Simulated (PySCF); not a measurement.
H3Cl3OSi2, singlet, at a GFN2-xTB geometry.

Here is a job for PySCF.
```python
from pyscf import gto, scf, dft
from pyscf.prop import polarizability

mol = gto.M(
    atom='''
Si   -2.716933    0.299223   -0.613722
O    -1.113993    0.328040   -0.271879
Si    0.405388   -0.019343    0.089078
Cl    1.130772   -1.235150   -1.329550
Cl    1.400533    1.716629    0.131950
Cl    0.440665   -0.918805    1.879776
H    -3.360064   -0.290290    0.556186
H    -2.850932   -0.523676   -1.811515
H    -3.038933    1.705864   -0.821616
''',
    basis='6-31g',
    charge=0,
    spin=0,
    verbose=3,
)

mf = dft.RKS(mol)
mf.xc = 'camb3lyp'
mf.kernel()
alpha = mf.Polarizability().polarizability()[2, 2]
print('alpha_zz =', alpha)
```

Task: Give the number of basis functions at the level PySCF with CAMB3LYP/6-31G, polarisability.

Result: 80

Task: What HOMO energy does CAMB3LYP/6-31G, polarisability give?

Result: -10.69 eV

Task: Give the nuclear repulsion energy at the level CAMB3LYP/6-31G, polarisability.

Result: 639.1181 Eh

Task: What is the computed dipole moment (CAMB3LYP/6-31G, polarisability)?

Result: 2.86 D

Task: Roughly what does it cost on one core?

Result: roughly 80 core-seconds.
